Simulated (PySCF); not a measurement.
# Potential energy of AsS along the bond

Set-up: As def2-SVP, S def2-SVP; no relativity (PySCF 2.14). Energies in eV from As + S in their ground configurations at the same level. State: ²Π (doublet), unpaired electrons π ↑.

All columns are PBE0. A positive dipole means As(−)S(+).

| R (Å) | E (eV) | μ (D) | Mulliken charge on As (basis-dependent) | HOMO (eV) | LUMO (eV) | Mayer bond order | ⟨S²⟩ |
| --- | --- | --- | --- | --- | --- | --- | --- |
| 1.742 | -2.055 | -0.41 | 0.07 | -4.75 | -2.77 | 2.32 | 0.75 |
| 1.823 | -3.058 | -0.68 | 0.10 | -5.00 | -3.03 | 2.31 | 0.75 |
| 1.903 | -3.602 | -0.94 | 0.13 | -5.24 | -3.28 | 2.29 | 0.75 |
| 1.964 | -3.791 | -1.13 | 0.14 | -5.40 | -3.45 | 2.29 | 0.75 |
| 2.025 | -3.838 | -1.31 | 0.16 | -5.56 | -3.62 | 2.28 | 0.76 |
| 2.086 | -3.779 | -1.49 | 0.17 | -5.71 | -3.77 | 2.27 | 0.76 |
| 2.167 | -3.581 | -1.70 | 0.18 | -5.89 | -3.97 | 2.24 | 0.78 |
| 2.268 | -3.223 | -1.82 | 0.18 | -6.07 | -4.11 | 2.07 | 0.95 |
| 2.389 | -2.762 | -1.84 | 0.17 | -6.23 | -4.08 | 1.74 | 1.23 |
| 2.551 | -2.181 | -1.91 | 0.16 | -6.38 | -3.95 | 1.40 | 1.50 |

A fit through these points gives, at Re = 2.019 Å, μ = -1.30 D and dμ/dR = -2.94 D/Å; the reduced mass is 22.41 u.

Task: How strong is the fundamental in the double-harmonic approximation, I = 42.26·(dμ/dR)²/μred km/mol?

Result: I = 42.26·(-2.94)²/22.41 = 16.3 km/mol at PBE0.

⟨S²⟩ of the unrestricted solution departs from its pure value on part of the curve, where spin states mix. Spin–orbit coupling is left out. The state was picked by a PBE0 search and need not be the measured ground state.
